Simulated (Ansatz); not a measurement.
Reaction (substitution at a C–Si bond): `C=NC(F)[SiH2]N` + `O[SiH3]` → `C=NC(F)O[SiH3]` + `N[SiH3]`

Computed with Ansatz on PBE0-D4/def2-TZVP structures; ΔE is electronic, products minus reactants. CCSD(T)/CBS adds triple-zeta CCSD(T) − MP2 to the extrapolated MP2 energy (def2 sets, frozen cores). This one scheme is used for every species. Functionals use def2-TZVPP. Each species was taken in one conformer, which may not be the lowest.

```
             level  ΔE (kJ/mol)
         r2SCAN-D4         33.6
           ωB97X-V         25.7
SCS-MP2/def2-TZVPP         27.6
CCSD(T)/def2-TZVPP         27.2
     HF/def2-QZVPP         11.6
      HF/CBS(def2)         11.6
     MP2/CBS(def2)         38.8
    CCSD/CBS(def2)         32.2
```

Task: What does CCSD(T)/CBS give? (Estimate.)

Result: Computed: +33.5 kJ/mol. The listed levels differ from it by 0.1, -7.8, -5.9, -6.3, -21.9, -21.9, 5.3, -1.3 kJ/mol.

Largest T1 diagnostic among the species: 0.013.

In def2-TZVPP, CCSD(T) changes the Hartree–Fock value by +15.8 kJ/mol (the triples alone add +1.3 kJ/mol) and MP2 by +21.1 kJ/mol. From PBE to PBE0 (25 % exact exchange), in def2-TZVPP and without D4, ΔE moves by −5.8 kJ/mol.
